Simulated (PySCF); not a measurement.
A structure optimised at PBE-D3(BJ)/def2-SVP, used in a PySCF frequency run:

```
Sb
H 1 1.7453
Br 1 2.5510 2 92.73
Br 1 2.5510 2 92.73 3 101.64
```

Write its SMILES, formula and point group.

[Br][SbH][Br], Br₂HSb, Cs

What are its rotational constants (standard atomic weights)?

2.7427, 0.80667, 0.62802 GHz
